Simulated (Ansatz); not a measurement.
Zn(Me)2 cation (C2H6Zn), SMILES [CH3][Zn][CH3] (connectivity only; charge and spin as stated), charge +1, multiplicity 2.

Geometry optimised at PBE0-D3(BJ)/def2-SVP. The multiplicity is an assumed one; other spin states were not compared. The isomer is the one that the SMILES or the coordinates give; other isomers of the formula were not compared.

Two levels are set side by side: PBE/def2-SVPD (Ansatz, a program for electronic structure) and PBE0/def2-SVPD (Ansatz). Energy differences of separate SCF runs at the same geometry; the states with an electron removed or added have multiplicity 1 and 1. Differences are taken from unrounded values.

```tsv
quantity	PBE0	PBE	PBE minus PBE0
vertical ionisation energy (eV)	16.14	15.89	-0.25
vertical electron affinity (eV)	8.49	8.45	-0.05
```

Here PBE gives about what the other level gives.
